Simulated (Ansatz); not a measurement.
`C[NH][Al]([F])[Br]` + H–F → `[F][Al]([F])[Br]` + CH₃NH₂ at 600 K and 1 bar (ligand exchange at the Al–N bond).

Calculated with Ansatz (gas phase, PBE0-D4/def2-TZVP geometries, no zero-point term in ΔE). CBS: MP2 limit from def2 TZ/QZ plus the TZ coupled-cluster correction, frozen cores. This one scheme is used for every species. For Br outer-core shells are correlated without core-valence functions, which leaves a few kJ/mol of doubt a bond. Scalar relativity is left out up to krypton. Each species was taken in one conformer, which may not be the lowest.

```csv
species,CCSD(T)/CBS energy (Eh),H − E (kJ/mol),S (J/(mol·K))
`C[NH][Al]([F])[Br]`,-3010.47210,211.6,446.9
H–F,-100.39570,42.3,194.0
`[F][Al]([F])[Br]`,-3015.14527,54.1,361.2
CH₃NH₂,-95.75281,199.3,283.8
```

H − E and S are ideal-gas, rigid-rotor, harmonic terms from PBE0-D4/def2-TZVP, for one conformer and one mirror image of each species. 1 Eh = 2625.50 kJ/mol, R = 8.31446 J/(mol·K).

By hand: ΔE, ΔH, ΔS and ΔG.

ΔE = (-3015.14527) + (-95.75281) − (-3010.47210) − (-100.39570) = -0.03028 Eh = -79.5 kJ/mol. Δ(H − E) = 54.1 + 199.3 − 211.6 − 42.3 = -0.5, so ΔH = -80.0 kJ/mol. ΔS = 361.2 + 283.8 − 446.9 − 194.0 = 4.1 J/(mol·K). ΔG = -80.0 − 600 × (4.1)/1000 = -82.5 kJ/mol.

By hand: the equilibrium constant, and the temperature at which ΔG would vanish if ΔH and ΔS stayed fixed.

log₁₀ K = −ΔG/(RT ln 10) = 7.2. ΔH and −TΔS have one sign here, so there is no such temperature. One of them is within its doubt of zero, so this could turn.

The number of gas molecules stays the same, so ΔS is small and ΔH decides. A doubt of 5 kJ/mol in ΔE shifts log₁₀ K by 0.4 here. Other conformers and mirror images would add mixing entropy, several J/(mol·K) or more a flexible species. These are equilibria of isolated gas molecules and say nothing of rates. Largest T1 diagnostic: 0.010 (customary marks: 0.02 for closed shells, 0.045 for open ones).
